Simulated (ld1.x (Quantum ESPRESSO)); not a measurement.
What the settings do to the PAW potential of fluorine

Base potential:

F (Z = 9), PAW, made with ld1.x (Quantum ESPRESSO) 7.5 (LDA (PZ), fully relativistic). Core [He], reference 2s2 2p5. Waves: 2s (bound): rcut 0.65, rcutus 0.85 bohr; 2s channel at -1.8 Ry: rcut 0.65, rcutus 0.85 bohr; 2p (bound): rcut 1.35, rcutus 1.65 bohr; 2p channel at -0.45 Ry: rcut 1.35, rcutus 1.65 bohr; 3d channel at 0.25 Ry: rc 1.50 bohr. Local part: the d channel. Core correction: Bessel-smoothed model core inside 0.65 bohr. Augmentation charge: BG, radius 0.55 bohr.

Open shells are filled in proportion to 2j + 1 (rel_dist='average').

All-electron outer shells of the reference configuration (LDA (PZ), scalar-relativistic, ld1.x):

| shell | level (eV) | outermost node (bohr) | outermost maximum (bohr) |
| --- | --- | --- | --- |
| 1s | -658.96 | – | 0.12 |
| 2s | -29.65 | 0.24 | 0.77 |
| 2p | -11.29 | – | 0.71 |

Cutoffs, loose and tight: the cutoffs (Ry, on a coarse ladder) from which the occupation-weighted sum of valence levels, in a spherical-Bessel basis at the reference potential, stays within 10 and 1 mRy of its value at 400 Ry. They do not see the model core or the augmentation charge, which bear on the density cutoff. Test errors are all-electron minus pseudo excitation energies from the reference, over the configurations 2s2 2p4; 2s2 2p3; 2s2 2p2; 2s1 2p5; 2s2 2p4.5; 2s2 2p1; 2s1 2p6. A dash means not determined; rows that change the core or the reference have their own tests.

Cutoffs are not given where the Bessel-basis levels miss the radial ones by over 6 mRy, ghosts where they miss by over 20 mRy; a channel whose overlap is not positive is not tested.

```csv
change,outcome,bound ghosts,largest test error (meV)
base,generated,not determined,+301
"wave 2s channel at -1.8 Ry: rcut 0.65, rcutus 0.85 bohr becomes 2s channel at -2.05 Ry: rcut 0.65, rcutus 0.85 bohr",generated,not determined,+264
"wave 2s channel at -1.8 Ry: rcut 0.65, rcutus 0.85 bohr becomes 2s channel at -1.97 Ry: rcut 0.65, rcutus 0.85 bohr",generated,not determined,+278
"wave 2s channel at -1.8 Ry: rcut 0.65, rcutus 0.85 bohr becomes 2s channel at -1.89 Ry: rcut 0.65, rcutus 0.85 bohr",generated,not determined,+289
"wave 2s channel at -1.8 Ry: rcut 0.65, rcutus 0.85 bohr becomes 2s channel at -1.73 Ry: rcut 0.65, rcutus 0.85 bohr",generated,not determined,+309
"wave 2s channel at -1.8 Ry: rcut 0.65, rcutus 0.85 bohr becomes 2s channel at -1.4 Ry: rcut 0.65, rcutus 0.85 bohr",generated,not determined,+347
"wave 2s channel at -1.8 Ry: rcut 0.65, rcutus 0.85 bohr becomes 2s channel at -1.07 Ry: rcut 0.65, rcutus 0.85 bohr",generated,not determined,+382
"wave 2s channel at -1.8 Ry: rcut 0.65, rcutus 0.85 bohr becomes 2s channel at -0.3 Ry: rcut 0.65, rcutus 0.85 bohr",generated,not determined,+451
"wave 2s channel at -1.8 Ry: rcut 0.65, rcutus 0.85 bohr becomes 2s channel at 0.34 Ry: rcut 0.65, rcutus 0.85 bohr",generated,not determined,+497
"wave 2s channel at -1.8 Ry: rcut 0.65, rcutus 0.85 bohr becomes 2s channel at 2.2 Ry: rcut 0.65, rcutus 0.85 bohr",generated,not determined,+583
"wave 2s channel at -1.8 Ry: rcut 0.65, rcutus 0.85 bohr becomes 2s channel at 3.53 Ry: rcut 0.65, rcutus 0.85 bohr",generated,not determined,+611
```
